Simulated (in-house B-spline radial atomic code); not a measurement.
Ne³⁺. Computed with a B-spline radial atomic code. Model: all-electron spherical atom, spin shells full or empty, radial basis limit, no spin-orbit coupling: exact exchange with a local potential (Slater, KLI or optimised effective potential, whose far tail is KLI's), no correlation.

Exchange potential has not reached -1/r at the last radius.

The run also made RPA and GW results, which its time includes.

The Slater potential averages the orbital exchange potentials with the orbital densities as weights, KLI adds orbital constants, and the optimised effective potential minimises the exact-exchange energy among local potentials. So their energies lie above Hartree-Fock in the order OEP, KLI, Slater. All fall off as −1/r, unlike LDA and GGA exchange.

Command:
```bash
python run_gw.py task.json out
```
Settings (nuclear radius in fm, other lengths in bohr, energies in hartree):
```
Z                      10
electrons              7
configuration          [He] 2s2 2p3
hamiltonian            x2c
method                 slater
lmax                   9
rms_radius             3.0055
spin_polarised         True
box_radius             14.14
intervals              103
```

Time taken, with all properties: 2.6 s on 1 thread of Intel(R) Xeon(R) Platinum 8488C (Sapphire Rapids), on a shared host.

Given: hamiltonian one-electron scalar X2C; mean-field start Slater potential.

Computed: energy above Hartree-Fock 27.059 millihartree.

```csv
radius (bohr),r times exchange potential up (hartree bohr),r times exchange potential down (hartree bohr)
0.005,-0.049834,-0.049757
0.00593,-0.059064,-0.058973
0.00704,-0.070055,-0.069947
0.00835,-0.082986,-0.082857
0.00991,-0.098322,-0.098169
0.0118,-0.11679,-0.11661
0.014,-0.13812,-0.1379
0.0166,-0.16305,-0.16279
0.0197,-0.19236,-0.19204
0.0233,-0.22574,-0.22537
0.0277,-0.2655,-0.26505
0.0328,-0.31005,-0.30952
0.039,-0.36182,-0.36118
0.0462,-0.4185,-0.41775
0.0549,-0.48193,-0.48108
0.0651,-0.54924,-0.54837
0.0773,-0.62004,-0.61937
0.0917,-0.69076,-0.69088
0.109,-0.75886,-0.76121
0.129,-0.81707,-0.82468
0.153,-0.86138,-0.88057
0.182,-0.88308,-0.92492
0.216,-0.87518,-0.94936
0.256,-0.84828,-0.93723
0.304,-0.84046,-0.85582
0.36,-0.8887,-0.72519
0.428,-0.99167,-0.66509
0.507,-1.1165,-0.70355
0.602,-1.2391,-0.77804
0.714,-1.3353,-0.85146
0.848,-1.3924,-0.91171
1.01,-1.4054,-0.95466
1.19,-1.3827,-0.97912
1.42,?,?
1.68,-1.2792,-0.99776
1.99,?,?
2.37,-1.1755,-0.99992
```

(1) What belongs in the row 1.42?

(2) What belongs in the row 1.99?

```json
{"occupied": "1s up", "level (hartree)": "-35.369", "Hartree-Fock level (hartree)": "-35.978"}
{"occupied": "1s down", "level (hartree)": "?", "Hartree-Fock level (hartree)": "?"}
{"occupied": "2s up", "level (hartree)": "-4.5452", "Hartree-Fock level (hartree)": "-4.6641"}
{"occupied": "2s down", "level (hartree)": "-3.9898", "Hartree-Fock level (hartree)": "-3.9297"}
{"occupied": "2p up", "level (hartree)": "-3.7342", "Hartree-Fock level (hartree)": "-3.6192"}
```

(3) What belongs in the row 1s down?

| empty | level (hartree) |
| --- | --- |
| 2p down | -3.2269 |
| 3s up | -1.4628 |
| 3s down | ? |
| 3p up | -1.2658 |
| 3p down | ? |
| 3d up | -1.037 |
| 3d down | -0.9069 |
| 4s up | -0.71132 |
| 4s down | -0.66549 |
| 4p up | -0.63935 |

(4) What belongs in the row 3s down?

(5) What belongs in the row 3p down?

Results:

(1) r times exchange potential up (hartree bohr): -1.3342; r times exchange potential down (hartree bohr): -0.99254.

(2) r times exchange potential up (hartree bohr): -1.225; r times exchange potential down (hartree bohr): -0.99949.

(3) level (hartree): -35.446; Hartree-Fock level (hartree): -35.754.

(4) level (hartree): -1.322.

(5) level (hartree): -1.1433.

The highest level, 2p up, differs from Hartree-Fock by -3.1 eV and the deepest, 1s down, by +8.37 eV: the Slater potential lacks the response part and is deeper than the optimised one throughout, so the top level comes too deep.
